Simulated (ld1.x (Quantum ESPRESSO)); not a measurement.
# Pm (Z = 61), ultrasoft: configuration errors across variants

- Element: Pm (Z = 61)
- Generator: ld1.x (Quantum ESPRESSO) 7.5
- Type: ultrasoft
- Functional: LDA (PZ)
- Relativity: non-relativistic
- Frozen core: [Kr] 4d10 4f4
- Valence charge: 11
- Reference configuration: 5s2 5p6 5d1 6s2 6p0
- Partial waves: 5s (bound): rcut 2.35, rcutus 2.85 bohr; 6s (bound): rcut 2.35, rcutus 2.85 bohr; 5p (bound): rcut 2.35, rcutus 2.90 bohr; 6p (bound, empty): rcut 2.35, rcutus 2.90 bohr; 5d (bound): rcut 2.35, rcutus 3.25 bohr; 5d channel at 2.85 Ry: rcut 2.35, rcutus 3.25 bohr
- Local potential: all-electron potential smoothed inside 2.95 bohr (lloc = -1)
- Core correction: none
- Augmentation charge: PSQ, inside the norm-conserving radii

All-electron excitation energies from the reference (eV): (1) 5s2 5p6 5d1 6s1 6p0 6.158; (2) 5s2 5p6 5d1 6s0 6p0 17.351; (3) 5s2 5p6 5d1 6s1.5 6p0 2.473.

The overlap operator is not positive definite (basis up to 400 Ry) in “base”, “waves 5p (bound): rcut 2.35, rcutus 3.40 bohr; 6p (bound): rcut 2.35, rcutus 3.40 bohr”, “waves 5s (bound): rcut 2.35, rcutus 3.62 bohr; 6s (bound): rcut 2.35, rcutus 3.62 bohr”, “waves 5d (bound): rcut 2.35, rcutus 4.24 bohr; 5d channel at 2.85 Ry: rcut 2.35, rcutus 4.24 bohr”. Such files are unfit for use, however small their errors in these radial tests.

Tests that are not counted but printed errors over 1 eV. “base”: 5s2 5p6 5d0 6s0 6p0 (solver errors, printed error -502 eV). “waves 5p (bound): rcut 2.35, rcutus 3.40 bohr; 6p (bound): rcut 2.35, rcutus 3.40 bohr”: 5s2 5p6 5d0 6s0 6p0 (solver errors, printed error -466 eV). “waves 5d (bound): rcut 2.35, rcutus 4.24 bohr; 5d channel at 2.85 Ry: rcut 2.35, rcutus 4.24 bohr”: 5s2 5p6 5d0 6s0 6p0 (solver errors, printed error -454 eV).

3 further variants failed, have other tests or another functional or relativity, and are left out.

Errors AE − PS in meV (a dash: test not solved or not reliable):

```tsv
change	(1)	(2)	(3)	bound ghosts
base	+0.1	+3.0	0.0	not determined (overlap not positive)
waves 5p (bound): rcut 2.35, rcutus 3.40 bohr; 6p (bound): rcut 2.35, rcutus 3.40 bohr	+1.6	+18	+0.3	not determined (overlap not positive)
waves 5s (bound): rcut 2.35, rcutus 3.62 bohr; 6s (bound): rcut 2.35, rcutus 3.62 bohr	–	–	–	not determined (overlap not positive)
waves 5d (bound): rcut 2.35, rcutus 4.24 bohr; 5d channel at 2.85 Ry: rcut 2.35, rcutus 4.24 bohr	-4.4	-28	-0.8	not determined (overlap not positive)
```

Give the same row for: type TM; waves now 5s (bound): rc 2.85 bohr; 5p (bound): rc 2.90 bohr; 5d (bound): rc 3.25 bohr; local potential all-electron potential smoothed inside 2.35 bohr (lloc = -1).

-432, -1194, -185; bound ghosts: none.
